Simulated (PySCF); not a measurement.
Write Cartesian coordinates for InChI=1S/C4H3BCl2/c1-2-3-4-5(6)7/h2H,1H2 as optimised with PBE0-D3(BJ)/def2-SVP.

```
atom  x, y, z in Å
C1    -2.367   -0.074   -0.149
C2    -1.270   -0.841   -0.052
C3     0.050   -0.325   -0.078
C4     1.198    0.101   -0.098
B5     2.603    0.638   -0.124
Cl6    3.974   -0.437    0.062
Cl7    2.894    2.352   -0.342
H8    -2.294    1.011   -0.256
H9    -3.365   -0.518   -0.122
H10   -1.370   -1.928    0.055
```

Any rigid rotation of these coordinates is as good. Atoms count from 1 in this order. The 7 heavy atoms lie in one plane (0.010 Å rms). B5 (three-coordinate boron) is planar (angles 120.6°, 120.4° and 118.9°, sum 360.0°, 0.00 Å off the plane of its three neighbours). The C–C distances run from 1.224 Å (C3≡C4, drawn triple) to 1.418 Å (C2–C3, drawn single), a spread of 0.194 Å.

Bonds between heavy atoms (Å): C1=C2 1.343, C2–C3 1.418, C3≡C4 1.224, C4–B5 1.505, B5–Cl6 1.752, B5–Cl7 1.752.

Method: PBE0-D3(BJ)/def2-SVP geometry optimisation, gas phase (PySCF).

Not checked by PBE0-D3(BJ)/def2-SVP frequencies.

On one thread of an Arm Neoverse N1 (shared host), this took 79 s of wall time and 0.50 GiB of memory at its peak. That covers the optimisation of the geometry.
